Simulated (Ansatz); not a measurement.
Cost and result up the ladder for (Br2Al-mu-OH)3 (Al₃Br₆O₃H₃) (15 atoms). Total charge 0; singlet. Geometry: r2SCAN-D4/def2-SVP.

Cartesian coordinates in Å:
```
Al -0.4601 -0.5654 1.8178
Br -2.4249 -1.4128 2.5673
Br 1.2992 -0.2572 3.1736
O 0.0123 -1.5900 0.3554
Al 1.0149 -1.2171 -1.1506
Br 3.1946 -1.0905 -0.6393
Br 0.2377 -2.5922 -2.7768
O 0.3360 0.4584 -1.5284
Al -0.0633 1.9048 -0.4513
Br 1.8151 2.9028 0.2585
Br -1.7070 3.0457 -1.5169
O -0.8848 0.9998 0.9338
H -0.5134 -2.4044 0.2730
H -0.0605 0.5205 -2.4144
H -1.7960 1.2975 1.0981
```

Ansatz on 4 threads of Arm Neoverse V2 on a shared host. Times are rough, and most runs start from the orbitals of an earlier one. PBE0-D4/def2-SVP serves as the yardstick here, not as an exact answer. Differences are given only for rows in sets of like size (and for xTB, whose basis is part of the method), since another set adds its own error. Binding counts from free atoms at the same level (Al doublet, Br doublet, O triplet, H doublet; other spins of the atoms weren't run), without zero-point energy or a counterpoise term.

```json
{"level": "HF/STO-3G", "functions": "153", "wall time": "3.6 s", "binding energy per atom (eV)": "3.62", "difference from PBE0-D4/def2-SVP (eV)": "–"}
{"level": "PBE-D4/def2-SVP (with forces)", "functions": "303", "wall time": "11 s", "binding energy per atom (eV)": "3.85", "difference from PBE0-D4/def2-SVP (eV)": "0.06"}
{"level": "r2SCAN-D4/def2-SVP", "functions": "303", "wall time": "21 s", "binding energy per atom (eV)": "3.87", "difference from PBE0-D4/def2-SVP (eV)": "0.07"}
{"level": "PBE0-D4/def2-SVP", "functions": "303", "wall time": "22 s", "binding energy per atom (eV)": "3.79", "difference from PBE0-D4/def2-SVP (eV)": "0.00"}
```
